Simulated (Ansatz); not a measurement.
# Worked example: C2H5ClMg + C2H4ClSi → C2H5Mg + C2H4Cl2Si

Species: C2H5ClMg `C[CH2][Mg][Cl]`, singlet; C2H4ClSi `C=C[SiH]Cl`, doublet; C2H5Mg `C[CH2][Mg]`, doublet; C2H4Cl2Si `C=C[SiH](Cl)Cl`, singlet. A radical takes Cl: the energy is the difference in strength between the Mg–Cl bond broken and the Si–Cl bond made.

Shapes, held fixed at every level: PBE0-D4/def2-TZVP. Flexible molecules stand in one conformer, not always the lowest. Programs: Ansatz 0.2.0. The zero-point and thermal change to 298 K, harmonic and unscaled (PBE0-D4/def2-TZVP), is +1.7 kJ/mol.

At CCSD(T)/def2-TZVPP; 1 Eh = 2625.50 kJ/mol:

```
  species   energy (Eh)
 C2H5ClMg   -738.683335
 C2H4ClSi   -827.229722
   C2H5Mg   -278.841500
C2H4Cl2Si  -1287.070148
```

Q: Work out ΔH(298 K) of the reaction at this level.

A: 
1. Products less reactants: (-278.841500) + (-1287.070148) − [(-738.683335) + (-827.229722)] = 0.001409 Eh = +3.7 kJ/mol.
2. With the thermal change: +3.7 + (+1.7) = +5.4 kJ/mol.

Other levels give -15.8 (MP2/def2-TZVPP) to +26.5 kJ/mol (CCSD/def2-SVP). No measured value is set beside it here. Spin contamination: C2H4ClSi (⟨S²⟩ up to 0.87). Open shells run unrestricted. Outer-core shells of Mg are correlated, in sets that cover them unevenly.
